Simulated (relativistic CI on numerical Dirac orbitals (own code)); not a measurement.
# Slater and spin-orbit integrals, Pt59+

These numbers are calculated, not measured: Dirac-Coulomb-Breit CI, separate exchange-only KLI orbitals for each configuration, model QED, unscaled Slater integrals (own radial code, finite nucleus).

Slater integrals F^k, G^k are unscaled and averaged over j, outside the closed core [Ne]; ζ comes from projecting the Hamiltonian with its Breit term on Σ l·s of the shell.

- 3s2 3p6 3d: ζ(3d) = 318930 cm⁻¹; <r>(3d) = 0.1546, <r^2>(3d) = 0.0276 (bohr units).
- 3s2 3p5 3d2: ζ(3p) = 2.367e+06, F^2(3d,3d) = 663200, F^4(3d,3d) = 429210, F^2(3p,3d) = 567700, G^1(3p,3d) = 593630, G^3(3p,3d) = 399390, ζ(3d) = 316640 cm⁻¹; <r>(3p) = 0.1735, <r^2>(3p) = 0.03492, <r>(3d) = 0.1547, <r^2>(3d) = 0.02766 (bohr units).
- 3s 3p6 3d2: F^2(3d,3d) = 662870, F^4(3d,3d) = 429000, G^2(3s,3d) = 460350, ζ(3d) = 317880 cm⁻¹; <r>(3s) = 0.1757, <r^2>(3s) = 0.03532, <r>(3d) = 0.1548, <r^2>(3d) = 0.02768 (bohr units).

Task: Give the Racah parameters of the d shell in 3s2 3p5 3d2.

Result: B = F²/49 − 5F⁴/441 = 8668 cm⁻¹ and C = 35F⁴/441 = 34064 cm⁻¹.

Averages of the first 10 configurations, taken without configuration mixing, which lowers the lowest level and can move excited configurations by several eV; other configurations of the list can lie among them:

| Configuration | Parity | States | Average energy above the lowest level (eV) |
| --- | --- | --- | --- |
| 3s2 3p6 3d | even | 10 | 60.1 |
| 3s2 3p5 3d2 | odd | 270 | 556.4 |
| 3s 3p6 3d2 | even | 90 | 1090.2 |
| 3s2 3p6 4s | even | 2 | 2421.9 |
| 3s2 3p6 4p | odd | 6 | 2626.5 |
| 3s2 3p6 4d | even | 10 | 2830.2 |
| 3s2 3p5 3d 4s | odd | 120 | 2906.5 |
| 3s2 3p6 4f | odd | 14 | 2964.1 |
| 3s2 3p5 3d 4p | even | 360 | 3111.6 |
| 3p6 3d3 | even | 120 | 2133.0 |
